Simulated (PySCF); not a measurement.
# Working out the ionisation energy of Kr

Kr [Kr] (1S) → Kr⁺ [Ar] 3d10 4s2 4p5 (2P). All numbers are calculated (PySCF 2.14, the spin-free X2C one-electron Hamiltonian (Gaussian nucleus), in x2c-TZVPPall with one added diffuse shell each of s, p, d type (7s6p5d1f, 57 functions)). Frozen: [Ne]. Energies in hartree (1 hartree = 27.21139 eV):

```csv
part,Kr (lower),Kr⁺ (upper)
UHF,-2788.179789,-2787.700038
CCSD correlation,-0.353333,-0.322380
(T),-0.009213,-0.007530
```

What does Hartree-Fock give?

(-2787.700038) − (-2788.179789) = 0.479751 hartree = 13.055 eV.

What do CCSD and CCSD(T) give?

The CCSD correlation energies differ by 0.030953 hartree = 0.842 eV and the triples by 0.001683 hartree = 0.046 eV, so CCSD gives 13.897 eV and CCSD(T) 13.943 eV.

Measured between the centres of the two terms (NIST): 14.222 eV, so CCSD(T) (valence and next inner shell) is off by -0.279 eV.

What remains against the reference includes basis incompleteness, the frozen core and higher excitations.
